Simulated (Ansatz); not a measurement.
Job for Ansatz (a quantum-chemistry and plane-wave program): R-B3LYP-D3(BJ)/def2-TZVP on Cl2 (SMILES ClCl).

Ansatz 0.2 input:
```yaml
crystal:
  periodic: [false, false, false]
  atoms:
    - {symbol: Cl, position_ang: [0.00000000, 0.00000000, 1.00750000]}
    - {symbol: Cl, position_ang: [0.00000000, 0.00000000, -1.00750000]}
basis:
  gaussian:
    orbitals: def2-TZVP
hamiltonian:
  xc: b3lyp
  dispersion: d3bj
relax: {f_tol: 0.004, max_steps: 120}
scf: {lower_state_search: off}
```

The log:

```
WARN ansatz: RAYON_NUM_THREADS=4 ignored (pool sized by the plan → 4); use --threads N
Functional definition: B3LYP
these checks for a lower state are left out or cut short: stability, starts, cluster_reference, orbital_swaps, neighbouring_geometries, increment
integrals: 0.01 GiB planned
526 factors; their error is unknown
mean field: 0.19 GiB planned
mean field evaluation 1: about -25045.7789 eV, gradient 8.0e0 eV
mean field evaluation 2: about -25045.8585 eV, gradient 4.7e0 eV
mean field evaluation 4: about -25045.8977 eV, gradient 3.7e-1 eV
mean field evaluation 8: about -25045.9578 eV, gradient 2.1e-3 eV
mean field -25045.95777509 eV, -920.4219714747 hartree, gradient 4.7e-7 eV, S^2 0.000000; 0 other end points of the search recorded, 0 dependent functions left out
the calculation of the forces begins
reference -25045.95796810 eV, -920.4219785674 hartree; 17, 17 occupied and 57, 57 virtual orbitals, 526 factors
relax step   1: F+E_penalty+E_count = -25046.01374262 eV  Δ(F+E_penalty+E_count) = +0.000e0 eV  max|allowed force component| = 2.881e-2 eV/Å  Δτ_max = 0.0000 Å  (12 SCF iters, accepted)
these checks for a lower state are left out or cut short: stability, starts, cluster_reference, orbital_swaps, neighbouring_geometries, increment
integrals: 0.01 GiB planned
526 factors; their error is unknown
mean field: 0.19 GiB planned
mean field evaluation 16: about -25045.9578 eV, gradient 6.2e-2 eV
mean field -25045.95779332 eV, -920.4219721446 hartree, gradient 7.1e-7 eV, S^2 0.000000; 0 other end points of the search recorded, 0 dependent functions left out
the calculation of the forces begins
reference -25045.95798629 eV, -920.4219792362 hartree; 17, 17 occupied and 57, 57 virtual orbitals, 526 factors
relax step   2: F+E_penalty+E_count = -25046.01376477 eV  Δ(F+E_penalty+E_count) = -2.214e-5 eV  max|allowed force component| = 7.465e-4 eV/Å  Δτ_max = 0.0007 Å  (12 SCF iters, accepted)
Total energy: -25046.01395774 eV, -920.4240361488 hartree
Atom 0 at     0.000000     0.000000     1.006752 Å, force    -0.000000     0.000000    -0.000747 eV/Å
Atom 1 at    -0.000000    -0.000000    -1.006752 Å, force     0.000000    -0.000000     0.000747 eV/Å
Dipole moment:     0.000000     0.000000    -0.000000 e Å
Checks for a lower state left out: stability, starts, cluster_reference, orbital_swaps, neighbouring_geometries, increment
```

The calculation finished and met its thresholds.

Cost: very roughly 1.1 core-seconds.
